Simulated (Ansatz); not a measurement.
Isomers of C2H6Si. All species are isolated molecules in the gas phase. Strings in code marks are SMILES.

Quantity: electronic energy of isomers of C2H6Si relative to `C=C[SiH3]`, in kcal/mol. The restricted reference of `CC=[SiH2]` and `C=[SiH]C` is unstable towards unrestricted orbitals.

A: `CC=[SiH2]`
B: `C1C[SiH2]1`
C: `C=[SiH]C`

### Question
Rank these by electronic energy of isomers of C2H6Si relative to `C=C[SiH3]` (lowest first), as frozen-core CCSD(T)/cc-pVDZ // B3LYP-D3(BJ)/def2-TZVP (Ansatz, an electronic-structure program) gives it.

### Answer
C (10.5 kcal/mol), B (11.3 kcal/mol), A (16.8 kcal/mol)
